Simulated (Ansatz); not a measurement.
System: sum formula Si$_{2}$HCl$_{4}$, net charge 0, doublet state. It need not be the lowest isomer of its formula. SMILES: Cl[Si](Cl)[SiH](Cl)Cl
Coordinates optimised at B3LYP-D3(BJ)/def2-TZVP (Ansatz, a first-principles code):
```xyz
7

Cl     1.5695    -1.9544     0.8819
Si     1.1456    -0.1876    -0.0754
Cl     2.1120     1.3746     0.8431
Si    -1.1756     0.1931     0.1293
Cl    -1.6053     1.9594    -0.8610
Cl    -2.1474    -1.3675    -0.8222
H      1.6316    -0.2830    -1.4650
```
Charge 0, spin multiplicity 2.

Wanted: atomisation energy (electronic, to ground-state atoms), in kcal/mol. Correlated levels leave the core frozen unless marked. UHF or UKS for open shells. Spin-orbit coupling is left out. Non-relativistic. The coupled-cluster limit lacks core correlation, which all-electron functionals hold. Basis-set limits of correlation are two-point, X^-3; Hartree-Fock from the larger set. [CCSD(T)-MP2]/basis is that difference in the basis named.

```tsv
level	program	atomisation energy (kcal/mol)
PBE/def2-TZVPD	Ansatz	507.9
PBE-D3(BJ)/def2-TZVPD	Ansatz + dftd3	515.7
PBE-D4/def2-TZVPD	Ansatz + dftd4	516.4
revPBE/def2-TZVPD	Ansatz	(withheld)
B3LYP-D4/def2-TZVPD	Ansatz + dftd4	496.1
BHLYP-D3(BJ)/def2-TZVPD	Ansatz + dftd3	487.4
r2SCAN0-D4/def2-TZVPD	Ansatz + dftd4	(withheld)
HSE06-D3(BJ)/def2-TZVPD	Ansatz + dftd3	510.0
CAM-B3LYP-D3(BJ)/def2-TZVPD	Ansatz + dftd3	495.3
B2GP-PLYP-D4/def2-TZVPD	Ansatz + dftd4	495.2
B2PLYP-D4/def2-TZVPD	Ansatz + dftd4	495.0
B2PLYP/def2-TZVPD	Ansatz	489.0
CCSD/STO-3G	Ansatz	511.2
RI-MP2/CBS(cc-pV(T+d)Z,cc-pV(Q+d)Z)+[CCSD(T)-MP2]/cc-pV(T+d)Z	Ansatz	(withheld)
```

### Question
Some entries are withheld; supply them.

### Answer

- revPBE/def2-TZVPD, atomisation energy (kcal/mol): 484.7
- r2SCAN0-D4/def2-TZVPD, atomisation energy (kcal/mol): 505.7
- RI-MP2/CBS(cc-pV(T+d)Z,cc-pV(Q+d)Z)+[CCSD(T)-MP2]/cc-pV(T+d)Z, atomisation energy (kcal/mol): 504.5
